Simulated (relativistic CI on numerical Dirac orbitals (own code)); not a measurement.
Energy levels of Os⁷³⁺

Computed by Dirac-Coulomb-Breit CI, orbitals from a KLI potential per configuration, model QED, unscaled Slater integrals (own radial code, finite nucleus).

CI space (outside the closed core 1s2): 2s, 2p, 3s, 3p, 3d, 4s, 4p, 4d, 4f, 5s, 5p, 5d, 5f, 5g, 6s, 6p, 6d. Levels of other configurations are missing.

The lowest level is 2s 2S_1/2, with 100 % of that term; Hund's rules for 2s give 2S with J = 1/2, in agreement.

| No. | Configuration | Term | J | E (eV) | % | Landé g |
| --- | --- | --- | --- | --- | --- | --- |
| 1 | 2s | 2S | 1/2 | 0.0 | 100 | 1.948 |
| 2 | 2p | 2P° | 1/2 | 203.2 | 100 | 0.611 |
| 3 | 2p | 2P° | 3/2 | 1901.5 | 100 | 1.294 |
| 4 | 3s | 2S | 1/2 | 11857.4 | 100 | 1.978 |
| 5 | 3p | 2P° | 1/2 | 11912.0 | 100 | 0.642 |
| 6 | 3p | 2P° | 3/2 | 12418.6 | 100 | 1.316 |
| 7 | 3d | 2D | 3/2 | 12430.8 | 100 | 0.782 |
| 8 | 3d | 2D | 5/2 | 12572.3 | 100 | 1.184 |
| 9 | 4s | 2S | 1/2 | 15912.5 | 100 | 1.989 |
| 10 | 4p | 2P° | 1/2 | 15934.5 | 100 | 0.653 |
| 11 | 4p | 2P° | 3/2 | 16146.7 | 100 | 1.324 |
| 12 | 4d | 2D | 3/2 | 16151.9 | 100 | 0.790 |
| 13 | 4d | 2D | 5/2 | 16211.9 | 100 | 1.191 |
| 14 | 4f | 2F° | 5/2 | 16212.1 | 100 | 0.847 |
| 15 | 4f | 2F° | 7/2 | 16241.1 | 100 | 1.134 |
| 16 | 5s | 2S | 1/2 | 17754.1 | 100 | 1.994 |
| 17 | 5p | 2P° | 1/2 | 17765.0 | 100 | 0.658 |
| 18 | 5p | 2P° | 3/2 | 17872.9 | 100 | 1.328 |
| 19 | 5d | 2D | 3/2 | 17875.5 | 100 | 0.793 |
| 20 | 5d | 2D | 5/2 | 17906.3 | 100 | 1.194 |
| 21 | 5f | 2F° | 5/2 | 17906.4 | 100 | 0.851 |
| 22 | 5g | 2G | 7/2 | 17921.3 | 100 | 0.883 |
| 23 | 5f | 2F° | 7/2 | 17921.3 | 100 | 1.137 |
| 24 | 5g | 2G | 9/2 | 17930.1 | 100 | 1.105 |
| 25 | 6s | 2S | 1/2 | 18740.5 | 100 | 1.997 |
| 26 | 6p | 2P° | 1/2 | 18746.7 | 100 | 0.660 |
| 27 | 6p | 2P° | 3/2 | 18808.7 | 100 | 1.330 |
| 28 | 6d | 2D | 3/2 | 18810.3 | 100 | 0.795 |
| 29 | 6d | 2D | 5/2 | 18828.1 | 100 | 1.196 |

Energies count from the lowest computed level; ° marks odd parity.

The mean weight of the leading LS term, summed over parents, in these 29 levels is 100 %, and that of the leading jj configuration (from the same eigenvectors) 100 %.

At this charge energies of transitions that change n are usually good to better than 1 %, and those within a shell (Δn = 0) to a few per cent.
